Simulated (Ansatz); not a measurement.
A run of Ansatz (development build ahead of 0.2.0) on singlet CuH at this shape:

```yaml
atoms:
  - { symbol: Cu, position_ang: [0.0000, 0.0000, -0.0492] }
  - { symbol: H, position_ang: [0.0000, 0.0000, 1.4269] }
```

Its results:

```yaml
Converged: yes
Reference_energy: -1639.47121 hartree
Correlation_energy: -0.70651 hartree
Total_energy: -1640.17772 hartree
Spin_squared_of_the_determinant: 0.000
```

(1) Which input gives this output? Name the method, the orbitals and the basis set, and write the input.

## Answers

(1) RHF-MP2 in def2-TZVP. An unrestricted run that stays on the closed shell gives the same numbers.

```yaml
crystal:
  periodic: [false, false, false]
  atoms:
    - { symbol: Cu, position_ang: [0.0, 0.0, -0.0492] }
    - { symbol: H, position_ang: [0.0, 0.0, 1.42692] }
basis:
  gaussian: { orbitals: def2-TZVP }
hamiltonian:
  xc: hf
correlation:
  method: mp2
  frozen_orbitals: { Cu: 5, H: 0 }
```
